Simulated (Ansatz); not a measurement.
Molecule: AsO (charge 0, doublet). 
Coordinates optimised at B3LYP-D3(BJ)/def2-TZVP (Ansatz, a quantum-chemistry and plane-wave program):
```xyz
2

As     0.0000     0.0000    -0.3173
O      0.0000     0.0000     1.3089
```
Charge 0, spin multiplicity 2.

Parts of the frozen-core correlation energy in cc-pVDZ (Ansatz, hartree). Frozen orbitals: 15; correlated occupied orbitals by spin: 6 and 5; virtual: 20 and 21. Open shells are spin-unrestricted. No spin-orbit coupling. Non-relativistic.

| term | value |
|---|---|
| reference (HF) | -2308.98222 |
| MP2 opposite-spin | -0.17881 |
| MP2 same-spin | -0.06828 |
| CCSD correlation | -0.28776 |
| (T) | -0.01161 |
| CCSDT minus CCSD(T) | -0.00273 |
| CCSDT(Q) minus CCSD(T) | -0.00544 |
| T1 diagnostic | 0.095 |
| largest doubles amplitude | 0.160 |
| <S^2> of the reference | 1.223 |
